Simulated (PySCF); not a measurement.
AlFH₂O, SMILES [OH][AlH][F].

The structure is a stationary point at PBE-D3(BJ)/def2-TZVP. The values are those of a single conformer.

Method: PBE-D3(BJ)/def2-TZVP (PySCF 2.14.0).

Frequencies are harmonic and unscaled.

| mode | ν (cm⁻¹) | IR (km/mol) | moving atoms (share of kinetic energy) |
|---|---|---|---|
| 1 | 234 | 44.3 | F 33 %, Al 27 %, O 25 %, H 15 % |
| 2 | 368 | 194.8 | H 76 %, O 14 % |
| 3 | 483 | 64.8 | H 82 %, Al 16 % |
| 4 | 594 | 9.7 | H 78 %, O 19 % |
| 5 | 651 | 158.1 | H 76 %, F 12 %, O 11 % |
| 6 | 766 | 116.1 | F 34 %, Al 27 %, H 21 %, O 18 % |
| 7 | 888 | 144.1 | Al 50 %, O 30 %, F 16 % |
| 8 | 1968 | 84.1 | H 96 % |
| 9 | 3799 | 68.1 | H 94 % |
